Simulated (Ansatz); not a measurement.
`CCO[SiH2]N` and `CC[O][SbH][SiH3]` differ in one atom or group.

Ansatz, PBE0-D4/def2-TZVP geometries, multiplicity 1. Each molecule was computed in one conformer, which needn't be the lowest.

Elements past krypton have def2 core potentials.  Spin–orbit coupling is left out; it splits and shifts lone-pair levels of the heavy atoms by tenths of an eV.

```tsv
property	`CCO[SiH2]N`
HOMO energy (PBE0/def2-TZVPP) / eV	-7.57
LUMO energy (ωB97M-V/def2-TZVPP) / eV	2.16
HOMO–LUMO gap (PBE/def2-TZVPP) / eV	6.00
HOMO–LUMO gap (ωB97M-V/def2-TZVPP) / eV	12.15
size of the dipole moment (ωB97M-V/def2-TZVPP) / D	2.04
HOMO energy (ωB97M-V/def2-TZVPP) / eV	-9.99
```

Give the same properties after the change, and the shifts. (Estimate.)

Computed: 
```
                                          property  `CC[O][SbH][SiH3]`  shift
                HOMO energy (PBE0/def2-TZVPP) / eV               -6.82   0.75
             LUMO energy (ωB97M-V/def2-TZVPP) / eV                0.51  -1.65
               HOMO–LUMO gap (PBE/def2-TZVPP) / eV                3.63  -2.37
           HOMO–LUMO gap (ωB97M-V/def2-TZVPP) / eV                9.39  -2.76
size of the dipole moment (ωB97M-V/def2-TZVPP) / D                1.03  -1.01
             HOMO energy (ωB97M-V/def2-TZVPP) / eV               -8.88   1.11
```

With PBE0 the HOMO rises by 0.75 eV and the LUMO falls by 1.95 eV, so the gap narrows by about 2.70 eV. PBE moves the HOMO by 0.46 eV and ωB97M-V by 1.11 eV. Dipoles are sizes alone; their direction can turn.
